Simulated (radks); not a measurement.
Spherical quantum dot in the effective-mass picture: electrons in a parabolic well V = omega^2 r^2 / 2 with omega = 3.05, all in effective atomic units (hartree* = m*/eps^2 hartree, bohr* = eps/m* bohr), one dielectric constant everywhere. Calculated with a radial shooting solver with Libxc functionals: non-relativistic Kohn-Sham, LDA (Slater exchange, Perdew-Wang correlation), spin-polarised, spherical densities. Levels are named by radial order and angular momentum (1s, 1p, 1d, 2s, ...), and open shells are averaged over m. Results are scaled to m* = 0.399 and eps = 6.2, for which hartree* = 282.4 meV and bohr* = 0.8223 nm.

N = 9, configuration 1s2 1p6 1d(up 1, down 0). This is the lowest configuration that the search found. Occupied and some empty levels:

level    occupation  eigenvalue (meV)  <r> (nm)
1s up             1            3682.9    0.6239
1s down           1            3693.2    0.6218
1p up             3            4312.9    0.8027
1p down           3            4327.1    0.8017
1d up             1            4987.8    0.9383
1d down           0            5003.7    0.9382
2s up             0            5064.5    0.8527
2s down           0            5075.8    0.8537
1f up             0            5698.1     1.052
1f down           0            5714.0     1.052
2p up             0            5799.2    0.9766
2p down           0            5810.2    0.9775

Energy (meV): total 28037.3, kinetic 7288.4, external 11812, Hartree 10846, exchange-correlation -1909.6.

Electron density:

r (nm)  n(r) (e/nm^3)
0.0742          2.043
0.157           2.191
0.239           2.396
0.322           2.592
0.405           2.716
0.487           2.719
0.570           2.579
0.652           2.307
0.735           1.941
0.818           1.532
0.900           1.131
0.983          0.7824
1.07           0.5033
1.15           0.3034
1.23           0.1696
1.31          0.08889
1.40          0.04316
1.48          0.01969
1.56         0.008304
1.64         0.003302
